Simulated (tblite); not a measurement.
A tight-binding relaxation on `C#C[Si@@](F)(C#CC)N([SiH3])[SiH3]`.

Computed with GFN2-xTB geometry optimisation, gas phase (tblite 0.8.0). Start geometry: from a force field or distance geometry. The input is one job of a driver script: a line of settings, then coordinates in Å.

Command:
```bash
OMP_NUM_THREADS=1 python probes_run.py task.json out
```

Input:
```
{"job": {"kind": "relax", "xc": "GFN2-xTB", "basis": "xTB"}, "charge": 0, "multiplicity": 1}
C      0.079100     3.704800     0.861200
C      0.262900     2.666700     0.294000
Si     0.582900     1.017200    -0.575600
F      1.918900     1.257200    -1.436700
C      0.948300    -0.340200     0.674800
C      1.178600    -1.212700     1.456300
C      1.471600    -2.273200     2.417400
N     -0.659500     0.686700    -1.660600
Si    -0.220100    -0.574900    -2.692900
Si    -2.104300     0.311800    -0.868900
H     -0.106200     4.635500     1.351900
H      2.494000    -2.639800     2.309200
H      0.790000    -3.123100     2.285800
H      1.352800    -1.917100     3.444400
H      0.030300    -1.817600    -1.946800
H     -1.321200    -0.817500    -3.651100
H      0.964000    -0.193200    -3.488300
H     -1.990900    -0.944500    -0.089200
H     -3.185900     0.161900    -1.863500
H     -2.490400     1.422700     0.029600
```

Output:
```
step      E/eV     max force
  0    -778.82477    3.029
  1    -778.95656    4.257
  2    -779.08943    1.482
  3    -779.12446    0.756
  4    -779.13027    1.720
  5    -779.16159    0.596
  6    -779.19519    0.578
  7    -779.21373    0.527
  8    -779.22466    0.315
  9    -779.23453    0.317
... (78 lines left out)
 88    -779.37856    0.036
 89    -779.37868    0.057
 90    -779.37884    0.061
 91    -779.37896    0.033
 92    -779.37905    0.025
 93    -779.37912    0.037
 94    -779.37922    0.045
 95    -779.37933    0.046
 96    -779.37941    0.021
 97    -779.37944    0.009
```

«max force» is the largest atomic force in eV/Å.

Question: From which step on does the largest force stay under 0.1 eV/Å, and how much energy is left to gain from there?

Answer: From step 26 (0.061 eV/Å), 27.0 meV above the end.

In short: energy lowered by 12.8 kcal/mol over 97 steps; largest atomic force 0.009 eV/Å at the end.

Question: Where do the atoms end?

Answer: 0.312 Å rms from the input after alignment:
```
atom  x, y, z in Å
C1     0.0428    3.5927    0.7763
C2     0.2594    2.5128    0.2976
Si3    0.6219    0.8539   -0.4296
F4     1.9536    1.0434   -1.3274
C5     1.0224   -0.4015    0.8580
C6     1.2877   -1.2578    1.6631
C7     1.6202   -2.2785    2.6290
N8    -0.6557    0.3392   -1.4877
Si9   -0.2439   -0.5321   -2.9469
Si10  -2.2867    0.3640   -0.8725
H11   -0.1514    4.5418    1.1870
H12    2.6497   -2.6044    2.4817
H13    0.9569   -3.1345    2.5083
H14    1.5137   -1.8857    3.6399
H15    0.1791   -1.8935   -2.5968
H16   -1.4558   -0.5643   -3.7633
H17    0.8246    0.1885   -3.6301
H18   -2.5024   -0.7857    0.0146
H19   -3.1830    0.3030   -2.0240
H20   -2.4584    1.6094   -0.1264
```

The run took 2.1 s of wall time on one thread of an Arm Neoverse N1, on a shared host.
Labels such as C1 count atoms from 1, the log's own numbers from 0.
